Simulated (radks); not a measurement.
Valence configurations of Pd I (all share [Kr]). All-electron calculation, Dirac Kohn-Sham, PBEsol, spin-unpolarised, spherical densities, point nucleus; open shells fill j = l - 1/2 first. Program: a radial shooting solver on a logarithmic mesh with Libxc functionals. Energies are relative to 4d10; eigenvalues in eV.

| valence | E (eV) | e(4d3/2) | e(4d5/2) | e(5p1/2) | e(5p3/2) | e(5s1/2) |
|---|---|---|---|---|---|---|
| 4d10 | 0.000 | -4.320 | -3.884 | - | - | - |
| 4d9.5 5s0.5 | 0.470 | -5.592 | -5.139 | - | - | -3.829 |
| 4d9 5s1 | 1.325 | -6.967 | -6.497 | - | - | -4.374 |
| 4d9.5 5p0.5 | 2.144 | -6.585 | -6.129 | -1.101 | - | - |
| 4d8.5 5s1 5p0.5 | 4.560 | -9.297 | -8.806 | -1.540 | - | -5.516 |
| 4d9 5p1 | 5.025 | -8.704 | -8.228 | -1.725 | - | - |
| 4d8.5 5p1.5 | 8.653 | -10.798 | -10.301 | -2.284 | - | - |
| 4d8 5p2 | 13.051 | -12.898 | -12.381 | -2.804 | - | - |
| 4d7.5 5p2.5 | 18.368 | -15.095 | -14.558 | -3.341 | -3.080 | - |
| 4d6.5 5p3.5 | 31.567 | -19.544 | -18.966 | -4.367 | -4.024 | - |

NIST lists [Kr] 4d10 as the ground configuration; this level of theory agrees among the configurations tried. The energies are those of spherical spin-averaged densities, not of single terms.
